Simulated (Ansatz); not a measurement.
`C=N[SiH](C)O` → `C=NO` + `C[SiH]` at 298.15 K and 1 bar (silylene formation by 1,1-elimination).

Gas-phase electronic energies from Ansatz, PBE0-D4/def2-TZVP geometries. CBS: MP2 limit from def2 TZ/QZ plus the TZ coupled-cluster correction, frozen cores. This one scheme is used for every species. One conformer a species, not always the lowest.

```json
{"species": "`C=N[SiH](C)O`", "CCSD(T)/CBS energy (Eh)": "-499.33183", "H − E (kJ/mol)": "260.5", "S (J/(mol·K))": "348.7"}
{"species": "`C=NO`", "CCSD(T)/CBS energy (Eh)": "-169.65390", "H − E (kJ/mol)": "129.6", "S (J/(mol·K))": "252.5"}
{"species": "`C[SiH]`", "CCSD(T)/CBS energy (Eh)": "-329.46712", "H − E (kJ/mol)": "122.3", "S (J/(mol·K))": "261.2"}
```

H − E and S are ideal-gas, rigid-rotor, harmonic terms from PBE0-D4/def2-TZVP, for one conformer and one mirror image of each species. 1 Eh = 2625.50 kJ/mol, R = 8.31446 J/(mol·K).

Q: By hand: ΔE, ΔH, ΔS and ΔG.

A: ΔE = (-169.65390) + (-329.46712) − (-499.33183) = 0.21081 Eh = 553.5 kJ/mol. Δ(H − E) = 129.6 + 122.3 − 260.5 = -8.6, so ΔH = 544.9 kJ/mol. ΔS = 252.5 + 261.2 − 348.7 = 165.0 J/(mol·K). ΔG = 544.9 − 298.15 × (165.0)/1000 = 495.7 kJ/mol.

Q: By hand: the equilibrium constant, and the temperature at which ΔG would vanish if ΔH and ΔS stayed fixed.

A: log₁₀ K = −ΔG/(RT ln 10) = -86.8. ΔG = 0 at ΔH/ΔS = 3302 K, far beyond where these terms or the molecules hold.

The number of gas molecules changes by +1, which sets the sign of ΔS. A doubt of 5 kJ/mol in ΔE shifts log₁₀ K by 0.9 here. Other conformers and mirror images would add mixing entropy, several J/(mol·K) or more a flexible species. These are equilibria of isolated gas molecules and say nothing of rates. Largest T1 diagnostic: 0.014 (customary marks: 0.02 for closed shells, 0.045 for open ones).
